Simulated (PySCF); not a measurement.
Species: C5H9FO2.
Cartesian coordinates in Å at the GFN2-xTB level; atoms count from 1:
```
atom  x, y, z in Å
C1    -2.5932   -0.5108   -0.2830
C2    -1.4370    0.4149   -0.6149
O3    -0.3375    0.0828    0.2322
C4     0.8006    0.8011    0.0106
F5     0.6089    2.1257    0.3933
C6     1.9474    0.2292    0.8420
C7     2.2572   -1.1876    0.4424
O8     3.3520   -1.6138    0.2182
H9    -2.3022   -1.5454   -0.4419
H10   -2.8797   -0.3865    0.7572
H11   -3.4427   -0.2768   -0.9181
H12   -1.1290    0.2970   -1.6641
H13   -1.7205    1.4614   -0.4506
H14    1.0619    0.8618   -1.0634
H15    2.8286    0.8640    0.7432
H16    1.6217    0.2201    1.8859
H17    1.3564   -1.8251    0.3803
```

The calculation used CAM-B3LYP/def2-SVPD in PySCF (dipole) on a GFN2-xTB geometry, gas phase.

Take the most abundant isotopes and a rigid rotor. The values belong to one conformer with, in the numbering `[CH3:1][CH2:2][O:3][C@@H:4]([F:5])[CH2:6][CH:7]=[O:8]`, C1–C2–O3–C4 177°, C2–O3–C4–F5 69°, O3–C4–C6–C7 62°, C4–C6–C7–O8 132°.

**Question.** Give the principal moments of inertia and the rotational constants in cm⁻¹.

**Answer.** Ia = 164.12, Ib = 461.18, Ic = 593.54 u·Å²; 505379 MHz·u·Å²/I gives 3079, 1096 and 851.5 MHz, that is A = 0.10272, B = 0.03655, C = 0.02840 cm⁻¹.

**Question.** What kind of rotor is it?

**Answer.** An asymmetric top; Ray's κ = -0.781.

**Question.** Is it planar, by Δ = Ic − Ia − Ib?

**Answer.** Not planar: Δ = Ic − Ia − Ib = -31.76 u·Å². For a rigid frame Δ = −2 Σ m c², so Σ m c² = 15.88 u·Å² lies off the ab plane: 8.25 from hydrogen and 7.63 from heavier atoms. The atom farthest from that plane is 1.50 Å away.

**Question.** Give the other two planar moments, Paa and Pbb, and the rms extents of the mass along the axes.

**Answer.** Paa = Σ m a² = (Ib + Ic − Ia)/2 = 445.30 and Pbb = Σ m b² = (Ia + Ic − Ib)/2 = 148.24 u·Å². With the mass M = 120.06 u, the rms extents √(P/M) along a, b and c are 1.93, 1.11, 0.36 Å.

**Question.** Predict some low-J microwave lines.

**Answer.** The dipole components are |μa| = 3.00 D, |μb| = 0.45 D, |μc| = 0.32 D. Intensities carry the squares of the components, which stand as 1.00 : 0.02 : 0.01 (a : b : c). Some lines, for components of 0.1 D or more:

```tsv
type	branch	J(Ka,Kc)	MHz	lower level (cm⁻¹)
a	Q	2(1,1) ← 2(1,2)	733	0.253
c	Q	4(1,4) ← 4(0,4)	1140	0.639
a	Q	3(1,2) ← 3(1,3)	1465	0.435
b	R	2(0,2) ← 1(1,1)	1890	0.131
a	R	1(0,1) ← 0(0,0)	1947	0.000
b	Q	1(1,0) ← 1(0,1)	2228	0.065
a	R	2(1,2) ← 1(1,1)	3650	0.131
c	Q	4(2,3) ← 4(1,3)	5139	0.759
b	R	2(1,2) ← 1(0,1)	5634	0.065
b	Q	3(2,1) ← 3(1,2)	5703	0.484
a	R	3(2,2) ← 2(2,1)	5842	0.476
a	R	4(1,4) ← 3(1,3)	7261	0.435
a	R	4(3,1) ← 3(3,0)	7835	1.022
b	Q	4(4,0) ← 4(3,1)	14697	1.284
c	R	4(3,1) ← 3(2,1)	18273	0.674
c	R	4(3,2) ← 3(2,2)	18370	0.671
```

GFN2-xTB frequencies: not computed here. These are rigid-rotor constants of the computed structure; measured ground-state constants (B0) also hold zero-point vibration. A rigid rotor knows nothing of internal rotation, which can split or shift real lines.
